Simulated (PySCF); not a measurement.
**Broadened absorption spectrum of (H2Al-mu-F)2**

Species: (H2Al-mu-F)2.
Cartesian coordinates in Å at the PBE0-D3(BJ)/def2-SVP level; atoms count from 1:
```xyz
8
Al2F2H4 angstrom
Al    -0.7542    1.2007   -0.0450
H     -2.2679    1.0771    0.3759
H      0.0309    2.4853   -0.5113
F     -0.2930   -0.2256   -1.1227
Al     0.7546   -1.2013    0.0450
H      2.2680   -1.0760   -0.3767
H     -0.0313   -2.4852    0.5117
F      0.2929    0.2250    1.1231
```

Computed with TDDFT PBE0/def2-SVPD, vertical, gas phase, core orbitals frozen in the response in PySCF.

Broadening: Gaussians 0.5 eV wide at half height, area fixed by f = 4.319×10⁻⁹ ∫ε dν̃. The width is an assumption, not a result. The curve ends short of the highest state used, and states not computed would add to its high-energy end.

λ (nm), ε (L mol⁻¹ cm⁻¹) and a bar:
```
    144.6       6725 #######################
    146.6       7680 ##########################
    148.5       8840 ##############################
    150.4       8539 #############################
    152.4       6553 ######################
    154.3       4234 ##############
    156.3       2558 #########
    158.2       2094 #######
    160.1       2480 ########
    162.1       3204 ###########
    164.0       3637 ############
    165.9       3530 ############
    167.9       2888 ##########
    169.8       2050 #######
    171.7       1266 ####
    173.7        663 ##
    175.6        317 #
    177.6        129 
    179.5         49 
    181.4         17 
    183.4          5 
    185.3          1 
    187.2          0 
    189.2          0 
    191.1          0 
    193.0          0 
    195.0          0 
    196.9          0 
    198.9          0 
    200.8          0 
    202.7          0 
    204.7          0 
    206.6          0 
    208.5          0 
    210.5          0 
    212.4          0
```

Question: Locate the maxima and give the states behind the curve.

Answer: 165 nm (7.53 eV), ε about 3700, made up of S3 (100%); 149 nm (8.31 eV), ε about 8900, made up of S7 (97%) (ε in L mol⁻¹ cm⁻¹; maxima over ε = 5, shares over 10%). The states used: S1 6.59 eV (f 0.0000); S2 6.71 eV (f 0.0000); S3 7.53 eV (f 0.068); S4 7.60 eV (f 0.0000); S5 7.71 eV (f 0.0000); S6 7.85 eV (f 0.0000); S7 8.30 eV (f 0.162); S8 8.33 eV (f 0.0003); S9 8.38 eV (f 0.0000); S10 8.73 eV (f 0.0004); S11 8.74 eV (f 0.012); S12 8.94 eV (f 0.178); S13 9.00 eV (f 0.0003); S14 9.15 eV (f 0.251); S15 9.17 eV (f 0.0001).

Question: Coming from long wavelengths, where does ε first pass 100 L mol⁻¹ cm⁻¹?

Answer: At about 178 nm (6.96 eV), 0.37 eV above S1.

Question: What would ε be at 8.31 eV, the highest of these maxima, with half the width (0.25 eV)?

Answer: About 17400 L mol⁻¹ cm⁻¹ against 8940, a factor of about 1.9; a lone state at its own centre would give exactly 2.

The vertical ionisation energy (ΔSCF) is 10.60 eV, 1.43 eV above S15.

One conformer stands for the species.
